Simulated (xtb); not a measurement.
Input for xtb:
```
$ xtb mol.xyz --gfn 2 --uhf 1 --gbsa toluene --json

# file mol.xyz
4

Si     0.25525364     0.24331611     0.24315598
F     -0.69074141    -0.73372896     1.06805322
F     -0.73927609     1.06837931    -0.68429241
F      1.03295628    -0.71314208    -0.76200346
```

### Question
Give the dipole moment at the level GFN2-xTB with GBSA(toluene) (xtb 6.7.1).

### Answer
1.78 D

### Question
What is the computed total energy (GFN2-xTB with GBSA(toluene))?

### Answer
-16.0282 Eh
